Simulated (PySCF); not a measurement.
SMILES C[CH2][SnH]([CH2]C)[Cl] (C4H11ClSn) (GFN2-xTB optimised geometry):

```
17

Sn    -0.424    -0.463     0.000
Cl    -1.076    -1.540     1.959
C      1.809    -0.463     0.000
C      2.400    -1.272    -1.133
C     -1.513     1.482     0.000
C     -3.013     1.324     0.112
H     -1.017    -1.505    -1.264
H      2.134     0.574    -0.053
H      2.116    -0.865     0.963
H      2.121    -0.862    -2.100
H      2.065    -2.305    -1.091
H      3.488    -1.264    -1.060
H     -1.121     2.050     0.843
H     -1.248     2.005    -0.917
H     -3.410     0.754    -0.724
H     -3.283     0.814     1.033
H     -3.488     2.305     0.112
```

Level of theory: PBE0/def2-SVP, def2 effective core potentials past Kr in PySCF.

### Question
What are the frontier orbital energies and the dipole moment?

### Answer
HOMO-2 -8.68 eV, HOMO-1 -7.78 eV, HOMO -7.39 eV, LUMO 0.12 eV, LUMO+1 0.28 eV; dipole moment 3.03 D.

On the same geometry PBE/def2-SVP, def2 effective core potentials past Kr run with PySCF gives HOMO-2 -7.22 eV, HOMO-1 -6.48 eV, HOMO -6.19 eV, LUMO -0.81 eV, LUMO+1 -0.51 eV; dipole moment 2.88 D.
